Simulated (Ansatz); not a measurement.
CuH2. The state is a quartet with charge 0. Geometry PBE-D4/def2-TZVP; atoms count from 1.

```
atom   x (Å)   y (Å)   z (Å)
 Cu1  -0.622  -0.665   0.371
  H2  -0.443   0.891  -0.448
  H3   1.064  -0.226   0.077
```

At PBE0-D4/def2-TZVP a doublet of charge 0 lies 3.76 eV below the quartet, each at its own geometry. The structure comes from a short search, and lower isomers may exist.

(1) Estimate the Mulliken populations from the PBE0/def2-TZVP orbitals of Ansatz.

(2) Where does the spin sit?

Results:

(1) 
```csv
atom,charge (e),spin (α − β),d electrons
Cu1,0.05,1.73,9.29
H2,-0.02,0.63,–
H3,-0.02,0.63,–
```
Mulliken values and Mayer orders depend strongly on the basis.

(2) Summed by element: Cu 1.73, H 1.27, of 3 unpaired in all. Largest on single atoms: Cu1 1.73, H2 0.63, H3 0.63.
